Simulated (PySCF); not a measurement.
## Deuteron quadrupole couplings in `C=CC(=C)C(=O)Cl`

Compound: C5H5ClO.
Z-matrix (Å and degrees, GFN2-xTB geometry), rows numbered from 1:
```
C 
C   1  1.3269
C   2  1.4646  1  127.94
C   3  1.3411  2  119.51  1   179.93
C   3  1.4729  2  118.71  1    -0.06
O   5  1.1873  3  128.67  2     0.00
Cl  5  1.7828  3  114.17  2   179.99
H   1  1.0771  2  120.47  3   179.98
H   1  1.0747  2  122.92  3     0.02
H   2  1.0834  1  119.16  3  -180.00
H   4  1.0747  3  122.63  2   179.99
H   4  1.0770  3  120.54  2     0.03
```

Level: PBE0/pcSseg-1 (PySCF, non-relativistic); Q(2H) = 0.00286 b; rigid geometry, the same for H and D, with no vibrational averaging.

Question: Rank these positions by the coupling χzz of a deuteron there, largest first.
A. H10 (vinylic hydrogen)
B. H11 (vinylic hydrogen)
C. H8 (vinylic hydrogen)

Answer: C (225 kHz), B (221 kHz), A (214 kHz).

Q: What are Vzz, η and χzz (234.96 MHz × Q × Vzz) at all hydrogens?

A: 
```
atom  bonded to  bond length (Å)  Vzz (au)     η  χzz (kHz)
  H8         C1            1.077    0.3350  0.04        225
  H9         C1            1.075    0.3287  0.03        221
 H10         C2            1.083    0.3185  0.09        214
 H11         C4            1.075    0.3288  0.04        221
 H12         C4            1.077    0.3311  0.03        223
```

Q: Give the 2H NMR doublet splittings at H11 for a magnetic field along the z, y and x axes of the gradient: 3χ/2, 3χ(1 + η)/4, 3χ(1 − η)/4.

A: With |χ| = 221.0 kHz and η = 0.035: 331, 172 and 160 kHz, to first order and without motion.

Isolated species at its GFN2-xTB geometry (one conformer only). GFN2-xTB frequencies show an imaginary mode (44i cm⁻¹), so this geometry is no minimum at that level. GFN2-xTB bond lengths can be off by several hundredths of an ångström, more for odd bonds, and the gradients follow them. With so small a basis the couplings can be 20 % off.
